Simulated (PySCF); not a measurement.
Computed with PBE-D3(BJ)/def2-TZVP // ωB97X-D3(BJ)/def2-TZVP in PySCF. Gas-phase values, no solvent. One relaxed conformer stands for a flexible species; it need not be the lowest. Excitations are Tamm–Dancoff values on a coarser integration grid. The basis has no diffuse functions, so Rydberg states are missing or too high.

Reference species (SMILES): `O[Si](O)(O)O` (neutral, multiplicity 1).

| Quantity | Result |
|---|---|
| HOMO–LUMO gap | 6.89 eV |
| HOMO | -7.32 eV |
| S1–T1 gap (TDA) | 0.20 eV |
| LUMO | -0.43 eV |

Changed species: `O[Si](O)(O)S` (1 of 4 OH replaced by SH; the reference has 0 of 4 OH replaced by SH).

**Question.** Predict the effect on the HOMO–LUMO gap, HOMO, S1–T1 gap (TDA) and LUMO.

**Answer.** the HOMO–LUMO gap falls by 1.13 eV, to 5.76 eV; the HOMO rises by 1.02 eV, to -6.30 eV; the S1–T1 gap (TDA) rises by 0.12 eV, to 0.32 eV; the LUMO falls by 0.11 eV, to -0.54 eV.
